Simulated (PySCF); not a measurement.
# CsS: one state, many levels of theory

State: ²Π (doublet), unpaired electrons π ↑. Set-up: basis Cs def2-SVPD with ECP46, S def2-SVPD; scalar-relativistic core potentials; PySCF 2.14. De refers to Cs + S in their high-spin ground configurations, without counterpoise correction. The functionals are run spin-unrestricted. A positive dipole means Cs(−)S(+).

```
      Level  Re (Å)  ωe (cm⁻¹)  De (eV)   μ (D)  CPU s a point (SCF and correlation, without the integrals)
        UHF   3.238        181     1.73  -12.48                                                        0.22
    UHF-MP2   3.209        186     2.45     n/a                                                        0.35
UHF-SCS-MP2   3.217        184     2.45     n/a                                                         n/a
   UHF-CCSD   3.214        185     2.34     n/a                                                         n/a
UHF-CCSD(T)   3.216        185     2.40     n/a                                                         6.9
        LDA   3.089        201     3.05  -10.11                                                         0.4
        PBE   3.152        186     2.77  -10.55                                                        0.99
       TPSS   3.160        187     2.90  -10.89                                                        0.82
     r²SCAN   3.165        188     2.86  -11.29                                                        0.78
    r²SCANh   3.161        190     2.83  -11.38                                                        0.91
       PBE0   3.142        192     2.74  -11.12                                                         1.1
```

Q: Which functional lies closest to UHF-CCSD(T) in De, which farthest, and by how much do they differ from it?

A: Closest is PBE0 (-7.4 pm in Re, +3.8 % in ωe, +0.34 eV in De against UHF-CCSD(T) in the same basis), farthest LDA (-12.7 pm in Re, +8.6 % in ωe, +0.65 eV in De). CCSD(T) converges more slowly with the basis than the functionals do and binds too weakly in this one, so the order can change at the basis-set limit.

Q: What does a quarter of exact exchange do here, going from PBE to PBE0?

A: PBE0 less PBE: -1.0 pm in Re, +3.2 % in ωe, -0.03 eV in De. Exact exchange removes part of the self-interaction that spreads semilocal densities, and in most molecules shortens and stiffens the bond and lowers De; so it does here.

Q: What does the step from GGA to meta-GGA do here, going from PBE to r²SCAN?

A: r²SCAN less PBE: +1.3 pm in Re, +1.1 % in ωe, +0.09 eV in De. 

Correlated steps freeze 5 core orbitals. Correlated levels converge slowly with the basis: in double zeta they bind strong bonds too weakly, by up to about 1 eV, and carry superposition errors of some tenths. These are scalar-relativistic numbers at best; spin–orbit coupling would shift them, the dissociation energy most. Counting both spins, an empty level lies below a filled one in some of these solutions, because spin and occupation are held. The state was picked by a PBE0 search and need not be the measured ground state.

The whole job (state search and all levels along the bond) took about 2.5 min on 1 thread of Oxide Virtual Turin-like (shared host), peak memory 0.69 GiB.
